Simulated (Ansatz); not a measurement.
Reaction (cleavage of the Ge–B bond): `[BH2][GeH2][Cl]` + `N[Si](F)(F)Cl` → `F[Si](F)(Cl)[NH][GeH2][Cl]` + BH₃

Gas-phase electronic energies from Ansatz, PBE0-D4/def2-TZVP geometries. CBS: MP2 limit from def2 TZ/QZ plus the TZ coupled-cluster correction, frozen cores. This one scheme is used for every species. DFT in def2-TZVPP. For Ge outer-core shells are correlated without core-valence functions, which leaves a few kJ/mol of doubt a bond. Scalar relativity is left out up to krypton. One conformer a species, not always the lowest.

Task: Is it downhill or uphill in electronic energy at CCSD(T)/CBS, and by how much? (An estimate is asked.)

Result: Ansatz gave: Downhill: ΔE = -26.9 kJ/mol.

Task: What do these levels give: r2SCAN-D4, PBE0-D4, ωB97X-V, ωB97M-V, B2PLYP, PBE, r2SCAN, CCSD(T)/def2-TZVPP, HF/def2-QZVPP, SCS-MP2/def2-QZVPP, HF/CBS(def2), CCSD/CBS(def2)? (An estimate is asked.)

Result: Ansatz gave: r2SCAN-D4 -19.9, PBE0-D4 -18.2, ωB97X-V -27.0, ωB97M-V -27.4, B2PLYP -24.9, PBE -6.0, r2SCAN -17.5, CCSD(T)/def2-TZVPP -30.7, HF/def2-QZVPP -31.6, SCS-MP2/def2-QZVPP -36.0, HF/CBS(def2) -31.7, CCSD/CBS(def2) -25.1 kJ/mol.

Largest T1 diagnostic among the species: 0.011.

From PBE to PBE0 (25 % exact exchange), in def2-TZVPP and without D4, ΔE moves by −4.9 kJ/mol. The D4 term adds −12.9 kJ/mol with B3LYP and −7.4 kJ/mol with PBE0; it sums over pairs of atoms, weighted by their polarisabilities, and B3LYP, whose exchange is more repulsive, gets the larger term.

B3LYP here is the variant with VWN-RPA as its local correlation; programs differ in this.
